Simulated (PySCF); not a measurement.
```xyz
5
charge 0 multiplicity 2, angstrom
Co    0.0000    0.0000    0.0000
H     0.4300   -0.0001    1.5075
H    -0.4300    0.0000    1.5075
H     0.0000    0.4300   -1.5075
H     0.0000   -0.4299   -1.5075
```

These are results of PySCF, UPBE0, basis Co def2-TZVP, H def2-TZVP (no relativity, density fitting), not measurements.

This geometry of CoH₄ is a stationary point at this level.

Question: What is the point group?

Answer: D2d.

Question: Is it a minimum?

Answer: Yes: all harmonic wavenumbers are real.

Question: Give the ideal-gas entropy at 298.15 K and 1 bar by parts.

Answer: translation 160.5, rotation 54.5, vibration 8.5, spin 5.8; total 229.3 J/(mol K).

Question: What is the atomisation energy, with and without zero-point energy?

Answer: 932 kJ/mol without, 853 kJ/mol with.

The spin densities have lower symmetry than the nuclear frame, so modes carry no symmetry labels and degenerate sets may split. This need not be the most stable arrangement of these atoms. Other spin states or occupations of the open shell can lie lower.
